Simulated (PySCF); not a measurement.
**Dipole polarisabilities along the alkali metals**

Calculated with PySCF 2.14 for the ground configurations, without spin-orbit coupling: coupled response for Hartree-Fock and DFT. Mean α in bohr³, C₆ of like pairs in atomic units.

```tsv
species	α UHF	α PBE	α PBE0	α recommended (Schwerdtfeger and Nagle)	C₆ UHF	C₆ PBE	C₆ PBE0
Li [He] 2s1 (aug-cc-pVQZ-DK, spin-free X2C)	169.8	143.5	147.8	164.1	1474	1144	1197
K [Ar] 4s1 (aug-cc-pVQZ-X2C, spin-free X2C)	407.6	315.3	340.5	289.7 ± 0.3	6414	4381	4906
Rb [Kr] 5s1 (aug-cc-pVQZ-X2C, spin-free X2C)	481.8	358.4	391.0	319.8 ± 0.3	8511	5533	6278
Cs [Xe] 6s1 (aug-cc-pVQZ-X2C, spin-free X2C)	662.3	468.8	519.7	400.9 ± 0.7	14040	8565	9918
```

Hartree-Fock lacks correlation. All values carry a basis error.
